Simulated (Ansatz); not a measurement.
System: 1-methylselanylbutane, C₅H₁₂Se (charge 0, singlet). SMILES: C[Se]CCCC
Coordinates optimised at B3LYP-D3(BJ)/def2-TZVP (Ansatz, an electronic-structure program):
```
C
H 1 1.0905
H 1 1.0905 2 108.60
C 1 1.5206 2 111.02 3 -122.32
H 4 1.0943 1 109.53 2 -177.75
H 4 1.0943 5 106.45 1 -118.34
C 4 1.5291 5 109.32 6 -117.97
H 7 1.0946 4 109.21 5 -64.02
H 7 1.0946 8 106.25 4 117.68
C 7 1.5260 8 109.62 9 118.37
H 10 1.0914 7 111.41 8 -58.13
H 10 1.0925 11 107.79 7 -122.07
H 10 1.0925 11 107.79 12 -115.86
Se 1 1.9726 2 107.67 3 116.32
C 14 1.9613 1 96.79 2 -58.46
H 15 1.0879 14 106.99 1 -180.00
H 15 1.0880 16 109.49 14 119.40
H 15 1.0880 16 109.49 17 121.20
```
Charge 0, spin multiplicity 1.

Property: atomisation energy (electronic, to ground-state atoms), in kJ/mol. Cores are frozen in the correlated levels unless marked. Open shells are spin-unrestricted. No spin-orbit coupling. Frozen are the shells of the preceding noble gas and the d and f shells that filled before the atom's block. No relativistic terms. The coupled-cluster limit lacks core correlation, which all-electron functionals hold. CBS(X,Y): correlation extrapolated as X^-3; Hartree-Fock from the larger set.

```json
[
 {"level": "SVWN5/def2-TZVPD", "program": "Ansatz", "atomisation energy (kJ/mol)": "___"},
 {"level": "BLYP-D4/def2-TZVPD", "program": "Ansatz + dftd4", "atomisation energy (kJ/mol)": "6795.0"},
 {"level": "BLYP/def2-TZVPD", "program": "Ansatz", "atomisation energy (kJ/mol)": "6715.8"},
 {"level": "revPBE/def2-TZVPD", "program": "Ansatz", "atomisation energy (kJ/mol)": "___"},
 {"level": "r2SCAN-D4/def2-TZVPD", "program": "Ansatz + dftd4", "atomisation energy (kJ/mol)": "6846.1"},
 {"level": "B3LYP/def2-TZVPD", "program": "Ansatz", "atomisation energy (kJ/mol)": "6778.4"},
 {"level": "r2SCAN0/def2-TZVPD", "program": "Ansatz", "atomisation energy (kJ/mol)": "6777.3"},
 {"level": "HSE06-D4/def2-TZVPD", "program": "Ansatz + dftd4", "atomisation energy (kJ/mol)": "6880.1"},
 {"level": "CAM-B3LYP-D3(BJ)/def2-TZVPD", "program": "Ansatz + dftd3", "atomisation energy (kJ/mol)": "___"},
 {"level": "B2PLYP-D4/def2-TZVPD", "program": "Ansatz + dftd4", "atomisation energy (kJ/mol)": "6764.6"},
 {"level": "RPA@PBE/cc-pVTZ", "program": "Ansatz", "atomisation energy (kJ/mol)": "6425.8"},
 {"level": "CCSD/6-31G", "program": "Ansatz", "atomisation energy (kJ/mol)": "___"},
 {"level": "CCSD/aug-cc-pVTZ", "program": "Ansatz", "atomisation energy (kJ/mol)": "6632.6"},
 {"level": "CCSD(T)/CBS(cc-pVTZ,cc-pVQZ)", "program": "Ansatz", "atomisation energy (kJ/mol)": "6830.5"}
]
```

Task: Fill in the missing entries.

Result: 
- SVWN5/def2-TZVPD, atomisation energy (kJ/mol): 7745.5
- revPBE/def2-TZVPD, atomisation energy (kJ/mol): 6695.9
- CAM-B3LYP-D3(BJ)/def2-TZVPD, atomisation energy (kJ/mol): 6852.8
- CCSD/6-31G, atomisation energy (kJ/mol): 5937.9
